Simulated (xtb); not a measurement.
C$_{5}$H$_{8}$O, charge -1, doublet, geometry from GFN2-xTB (a state made from the parent by changing its charge; the spin is typed, not shown lowest); GFN2-xTB in xtb 6.7.1.

xtb was given this input:
```
$ xtb mol.xyz --gfn 2 --chrg -1 --uhf 1 --opt --json

# file mol.xyz
14

O      0.88502756     1.89138057    -0.62225082
C      0.38756476     0.85731762     0.00515967
C      1.13479625    -0.47939487     0.11570043
C      0.06091587    -1.55598187    -0.03557877
C     -1.19579130    -0.89337487     0.52585615
C     -1.11128514     0.53554569     0.00116732
H      1.93200250    -0.57598887    -0.63485990
H      1.62284296    -0.58463938     1.10398020
H      0.30327202    -2.49627006     0.47880154
H     -0.09341948    -1.78081320    -1.09525764
H     -1.14880603    -0.89288776     1.61946600
H     -2.11387555    -1.41390551     0.22542133
H     -1.55104327     0.59299776    -1.01598282
H     -1.68839625     1.23579241     0.62260895
```

What the program printed (banner, timings and long lists left out):

```
   ID    Z sym.   atoms
    1    8 O      1
    2    6 C      2-6
    3    1 H      7-14

           -------------------------------------------------
          |                Calculation Setup                |
           -------------------------------------------------

           -------------------------------------------------
          |                 G F N 2 - x T B                 |
           -------------------------------------------------

          ...................................................
          :                      SETUP                      :
          :.................................................:
          :  # basis functions                  32          :
          :  # atomic orbitals                  32          :
          :  # shells                           20          :
          :  # electrons                        35          :
          :  max. iterations                   250          :
          :  Hamiltonian                  GFN2-xTB          :
          :  restarted?                      false          :
          :  GBSA solvation                  false          :
          :  PC potential                    false          :
          :  electronic temp.          300.0000000     K    :
          :  accuracy                    1.0000000          :
          :  -> integral cutoff          0.2500000E+02      :
          :  -> integral neglect         0.1000000E-07      :
          :  -> SCF convergence          0.1000000E-05 Eh   :
          :  -> wf. convergence          0.1000000E-03 e    :
          :  Broyden damping             0.4000000          :
          :  net charge                         -1          :
          :  unpaired electrons                  1          :
          ...................................................

 iter      E             dE          RMSdq      gap      omega  full diag
   1    -19.0676269 -0.190676E+02  0.362E+00    8.70       0.0  T
   2    -19.1748173 -0.107190E+00  0.173E+00    6.93       1.0  T
   3    -19.1760534 -0.123611E-02  0.100E+00    6.90       1.0  T
   4    -19.1762825 -0.229077E-03  0.175E-01    6.79       1.0  T
   5    -19.1763316 -0.491253E-04  0.926E-02    6.82       1.0  T
   6    -19.1763725 -0.409129E-04  0.293E-02    6.86       1.0  T
   7    -19.1763743 -0.176760E-05  0.101E-02    6.85       2.6  T
   8    -19.1763752 -0.939051E-06  0.270E-03    6.85       9.9  T
   9    -19.1763752  0.343439E-07  0.205E-03    6.85      13.0  T
  10    -19.1763753 -0.421828E-07  0.152E-04    6.85     175.6  T
  11    -19.1763753 -0.284039E-10  0.279E-05    6.85     958.2  T

   *** convergence criteria satisfied after 11 iterations ***

         :::::::::::::::::::::::::::::::::::::::::::::::::::::
         ::                     SUMMARY                     ::
         :::::::::::::::::::::::::::::::::::::::::::::::::::::
         :: total energy             -18.967704159529 Eh    ::
         :: gradient norm              0.000020265343 Eh/a0 ::
         :: HOMO-LUMO gap              6.854423015995 eV    ::
         ::.................................................::
         :: SCC energy               -19.176364285593 Eh    ::
         :: -> isotropic ES            0.172264344579 Eh    ::
         :: -> anisotropic ES          0.013526957611 Eh    ::
         :: -> anisotropic XC          0.004637282135 Eh    ::
         :: -> dispersion             -0.009603260540 Eh    ::
         :: repulsion energy           0.208660126064 Eh    ::
         :: add. restraining           0.000000000000 Eh    ::
         :: total charge              -1.000000000000 e     ::
         :::::::::::::::::::::::::::::::::::::::::::::::::::::

      -----------------------------------------------------------
     |                   =====================                   |
     |                        A N C O P T                        |
     |                   =====================                   |
[...]
 * total energy  :   -18.9677042 Eh     change       -0.4341416E-11 Eh
   *** GEOMETRY OPTIMIZATION CONVERGED AFTER 1 ITERATIONS ***
         :: total energy             -18.967704159534 Eh    ::
[...]
        25                          0.3344139               9.0999
        26                          0.3521039               9.5812
        27                          0.4091555              11.1337
        28                          0.4187197              11.3939
        29                          0.4367788              11.8854
       ...                                ...                  ...
        32                          0.6610500              17.9881
      -------------------------------------------------------------
                  HL-Gap            0.2518954 Eh            6.8544 eV
             Fermi-level            0.0376347 Eh            1.0241 eV

     #   Z          covCN         q      C6AA      α(0)
     1   8 O        0.855    -0.670    27.909     7.083
     2   6 C        2.827     0.030    27.314     8.564
     3   6 C        3.817    -0.055    21.539     6.605
     4   6 C        3.824    -0.039    21.257     6.561
     5   6 C        3.827    -0.041    21.282     6.564
     6   6 C        3.818    -0.052    21.501     6.599
     7   1 H        0.923    -0.017     3.369     2.870
     8   1 H        0.922    -0.036     3.765     3.034
     9   1 H        0.923    -0.029     3.614     2.973
    10   1 H        0.924    -0.004     3.134     2.768
    11   1 H        0.924    -0.006     3.157     2.779
    12   1 H        0.924    -0.026     3.560     2.951
    13   1 H        0.922    -0.028     3.592     2.964
    14   1 H        0.923    -0.027     3.572     2.956

 Mol. C6AA /au·bohr⁶  :       1918.569984
 Mol. C8AA /au·bohr⁸  :      41079.066452
 Mol. α(0) /au        :         65.271560

Wiberg/Mayer (AO) data.
largest (>0.10) Wiberg bond orders for each atom

 ---------------------------------------------------------------------------
     #   Z sym  total        # sym  WBO       # sym  WBO       # sym  WBO
 ---------------------------------------------------------------------------
     1   8 O    1.632 --     2 C    1.498
     2   6 C    3.473 --     1 O    1.498     6 C    0.953     3 C    0.951
     3   6 C    3.966 --     4 C    1.001     7 H    0.973     8 H    0.968
                             2 C    0.951
     4   6 C    3.993 --     5 C    1.003     3 C    1.001    10 H    0.982
                             9 H    0.978
     5   6 C    3.994 --     6 C    1.007     4 C    1.003    11 H    0.982
                            12 H    0.979
     6   6 C    3.966 --     5 C    1.007    14 H    0.973    13 H    0.962
                             2 C    0.953
     7   1 H    1.000 --     3 C    0.973
     8   1 H    0.998 --     3 C    0.968
     9   1 H    0.999 --     4 C    0.978
    10   1 H    1.000 --     4 C    0.982
    11   1 H    1.000 --     5 C    0.982
    12   1 H    0.999 --     5 C    0.979
    13   1 H    0.999 --     6 C    0.962
    14   1 H    0.999 --     6 C    0.973
 ---------------------------------------------------------------------------

Topologies differ in total number of bonds
Writing topology from bond orders to xtbtopo.mol

molecular dipole:
                 x           y           z       tot (Debye)
 q only:       -0.920      -1.970       0.660
   full:       -1.160      -2.492       0.662       7.186
molecular quadrupole (traceless):
                xx          xy          yy          xz          yz          zz
 q only:        1.701      -5.460      -7.444       1.858       4.632       5.743
  q+dip:        2.517      -7.022      -9.406       2.386       5.136       6.889
   full:        2.496      -6.862      -9.109       2.253       5.074       6.613

optimized geometry written to: xtbopt.xyz

           -------------------------------------------------
          | TOTAL ENERGY              -18.967704159534 Eh   |
          | GRADIENT NORM               0.000020174760 Eh/α |
          | HOMO-LUMO GAP               6.854423152763 eV   |
           -------------------------------------------------

normal termination of xtb
```
